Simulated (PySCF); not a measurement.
Molfile (atoms numbered from 1):
```
C4H2F5O
     RDKit          3D

 12 11  0  0  0  0  0  0  0  0999 V2000
    1.9633   -0.0685    0.8108 C   0  0  0  0  0  0  0  0  0  0  0  0
    0.7754   -0.5923    0.4440 C   0  0  0  0  0  0  0  0  0  0  0  0
    0.3011   -1.7516    0.5083 O   0  0  0  0  0  0  0  0  0  0  0  0
   -0.1953    0.4796   -0.1872 C   0  0  0  0  0  0  0  0  0  0  0  0
   -0.4844    1.5260    0.6577 F   0  0  0  0  0  0  0  0  0  0  0  0
    0.3148    1.0934   -1.3074 F   0  0  0  0  0  0  0  0  0  0  0  0
   -1.5444   -0.1205   -0.6042 C   0  0  0  0  0  0  0  0  0  0  0  0
   -2.2377   -0.6266    0.4143 F   0  0  0  0  0  0  0  0  0  0  0  0
   -2.3544    0.8308   -1.1426 F   0  0  0  0  0  0  0  0  0  0  0  0
   -1.4401   -1.0571   -1.5456 F   0  0  0  0  0  0  0  0  0  0  0  0
    2.1834    0.9746    0.6696 H   0  0  0  0  0  0  0  0  0  0  0  0
    2.7196   -0.6885    1.2562 H   0  0  0  0  0  0  0  0  0  0  0  0
  1  2  2  0
  2  3  1  0
  2  4  1  0
  4  5  1  0
  4  6  1  0
  4  7  1  0
  7  8  1  0
  7  9  1  0
  7 10  1  0
  1 11  1  0
  1 12  1  0
M  CHG  1   3  -1
M  END
```

Geometry: GFN2-xTB; GIAO absolute shieldings from PySCF, gas phase, non-relativistic, averaged over equivalent atoms.

At PW91/pcSseg-0 (94 basis functions, 16 s wall time on 1 thread of an Arm Neoverse V1, shared host):
| atoms | σ (ppm) |
| --- | --- |
| C2 | 21.2 |
| C7 | 34.2 |
| C4 | 49.1 |
| C1 | 127.2 |
| O3 | -0.5 |
| F8/F9/F10 | 256.3 |
| F5/F6 | 289.3 |
| H11 | 30.38 |
| H12 | 31.04 |

What do these become at KT2/aug-cc-pVDZ?

## Answers


```json
{"atoms": "C2", "σ at KT2/aug-cc-pVDZ": "41.1", "change": "+19.9"}
{"atoms": "C7", "σ at KT2/aug-cc-pVDZ": "68.2", "change": "+34.0"}
{"atoms": "C4", "σ at KT2/aug-cc-pVDZ": "76.7", "change": "+27.6"}
{"atoms": "C1", "σ at KT2/aug-cc-pVDZ": "152.5", "change": "+25.3"}
{"atoms": "O3", "σ at KT2/aug-cc-pVDZ": "69.5", "change": "+70.0"}
{"atoms": "F8/F9/F10", "σ at KT2/aug-cc-pVDZ": "259.8", "change": "+3.5"}
{"atoms": "F5/F6", "σ at KT2/aug-cc-pVDZ": "285.2", "change": "-4.1"}
{"atoms": "H11", "σ at KT2/aug-cc-pVDZ": "29.06", "change": "-1.32"}
{"atoms": "H12", "σ at KT2/aug-cc-pVDZ": "29.15", "change": "-1.89"}
```

The largest change is at O3 (oxygen bonded to C). Cost: 248 basis functions, 73 s wall time on 1 thread of an Arm Neoverse V1, shared host. The order of the carbon signals is the same at both levels.
